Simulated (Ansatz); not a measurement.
`[NH2][GaH][CH2][SiH3]` + HBr → `[NH2][GaH][Br]` + `C[SiH3]` at 600 K and 1 bar (ligand exchange at a Ga–C bond).

Program: Ansatz. Geometries: PBE0-D4/def2-TZVP. ΔE: electronic, gas phase. CCSD(T)/CBS adds triple-zeta CCSD(T) − MP2 to the extrapolated MP2 energy (def2 sets, frozen cores). This one scheme is used for every species. For Br, Ga outer-core shells are correlated without core-valence functions, which leaves a few kJ/mol of doubt a bond. Scalar relativity is left out up to krypton. Each species was taken in one conformer, which may not be the lowest.

```tsv
species	CCSD(T)/CBS energy (Eh)	H − E (kJ/mol)	S (J/(mol·K))
`[NH2][GaH][CH2][SiH3]`	-2310.61356	291.0	481.5
HBr	-2573.91920	33.5	219.1
`[NH2][GaH][Br]`	-4553.84396	130.6	381.9
`C[SiH3]`	-330.73916	199.7	315.0
```

H − E and S are ideal-gas, rigid-rotor, harmonic terms from PBE0-D4/def2-TZVP, for one conformer and one mirror image of each species. 1 Eh = 2625.50 kJ/mol, R = 8.31446 J/(mol·K).

**Question.** By hand: ΔE, ΔH, ΔS and ΔG.

**Answer.** ΔE = (-4553.84396) + (-330.73916) − (-2310.61356) − (-2573.91920) = -0.05036 Eh = -132.2 kJ/mol. Δ(H − E) = 130.6 + 199.7 − 291.0 − 33.5 = 5.8, so ΔH = -126.4 kJ/mol. ΔS = 381.9 + 315.0 − 481.5 − 219.1 = -3.7 J/(mol·K). ΔG = -126.4 − 600 × (-3.7)/1000 = -124.2 kJ/mol.

**Question.** By hand: the equilibrium constant, and the temperature at which ΔG would vanish if ΔH and ΔS stayed fixed.

**Answer.** log₁₀ K = −ΔG/(RT ln 10) = 10.8. ΔG = 0 at ΔH/ΔS = 34162 K, far beyond where these terms or the molecules hold.

The number of gas molecules stays the same, so ΔS is small and ΔH decides. A doubt of 5 kJ/mol in ΔE shifts log₁₀ K by 0.4 here. Other conformers and mirror images would add mixing entropy, several J/(mol·K) or more a flexible species. Modes under 60 cm⁻¹, often nearly free rotors, make the harmonic entropy too high. These are equilibria of isolated gas molecules and say nothing of rates. Largest T1 diagnostic: 0.013 (customary marks: 0.02 for closed shells, 0.045 for open ones).
